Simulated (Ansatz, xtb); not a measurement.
**Relative energy of two structures of AlF2HIn**

We compare X, a doublet given by its coordinates, with Y, a doublet given by its coordinates. Both are isolated molecules in the gas phase, relaxed with B3LYP-D3(BJ)/def2-SVP.

X (Å):

```yaml
atoms:
  - { symbol: Al, position_ang: [-0.3849, -0.9462, -0.8041] }
  - { symbol: F, position_ang: [-1.4878, 0.4884, -0.8456] }
  - { symbol: F, position_ang: [0.8529, 0.1401, -0.0532] }
  - { symbol: In, position_ang: [-0.2628, 2.1305, 0.1876] }
  - { symbol: H, position_ang: [-0.9204, -1.9437, 0.3393] }
```

Close contacts (Å): Al1–F2 1.81, Al1–F3 1.81, Al1–In4 3.23, F2–In4 2.29, F3–In4 2.29, Al1–H5 1.61.

Y (Å):

```xyz
5

Al    0.8289    2.6263    2.2535
F     1.1735    3.2204    0.6607
F     2.1737    2.6617    3.2495
In    1.2226    0.7799   -0.0301
H    -0.5999    2.9367    2.8406
```

Close contacts (Å): Al1–F2 1.73, Al1–F3 1.67, Al1–In4 2.96, F2–In4 2.54, Al1–H5 1.58.

**Question.** Which of the two would you expect CCSD(T)/def2-SVP + ΔMP2/def2-TZVPP electronic energies to favour?

**Answer.** Not settled: CCSD(T)/def2-SVP + ΔMP2/def2-TZVPP gives E(Y) − E(X) = −0.256 eV, but this leans on the basis-set step: CCSD(T) alone gives −0.033 eV.

Level by level:

```json
{"level": "B3LYP-D3(BJ)/def2-SVP", "geometry": "B3LYP-D3(BJ)/def2-SVP", "E(Y) − E(X) (eV)": "−0.099", "departure from the last row (eV)": "+0.158", "job, with rough time for the two": "optimisation, 5.6 min"}
{"level": "HF/def2-SVP", "geometry": "B3LYP-D3(BJ)/def2-SVP", "E(Y) − E(X) (eV)": "+0.027", "departure from the last row (eV)": "+0.283", "job, with rough time for the two": "part of the CCSD(T) run"}
{"level": "MP2/def2-SVP", "geometry": "B3LYP-D3(BJ)/def2-SVP", "E(Y) − E(X) (eV)": "−0.002", "departure from the last row (eV)": "+0.254", "job, with rough time for the two": "part of the CCSD(T) run"}
{"level": "CCSD(T)/def2-SVP", "geometry": "B3LYP-D3(BJ)/def2-SVP", "E(Y) − E(X) (eV)": "−0.033", "departure from the last row (eV)": "+0.223", "job, with rough time for the two": "single point"}
{"level": "CCSD(T)/def2-SVP + ΔMP2/def2-TZVPP", "geometry": "B3LYP-D3(BJ)/def2-SVP", "E(Y) − E(X) (eV)": "−0.256", "departure from the last row (eV)": "", "job, with rough time for the two": "single point, 2 min"}
```

HF/def2-SVP puts the two in the other order. MP2/def2-SVP finds them nearly level. The largest departure from CCSD(T)/def2-SVP + ΔMP2/def2-TZVPP is that of HF/def2-SVP, 0.283 eV. Levels run at GFN2-xTB geometries aren't shown. The last row adds to CCSD(T) the change of the MP2 difference between the two basis sets, here −0.223 eV, a large step that makes the value less sure.

With harmonic frequencies from B3LYP-D3(BJ)/def2-SVP (ideal gas, rigid rotor, one conformer each, 400 K, 1 atm): on the last row, ΔE + ΔZPE = −0.241, ΔH = −0.235, ΔG = −0.285 eV.

Open shells are spin-unrestricted. The correlated steps freeze 11 core orbitals; the filled d shell of In is correlated, in a basis made for valence electrons. Atoms past krypton carry core potentials in the def2 sets and no spin–orbit term is included. Mirror images aren't counted in ΔG. Run with Ansatz 0.2.0; the last row on 1 thread of Arm Neoverse N1 on a shared host.
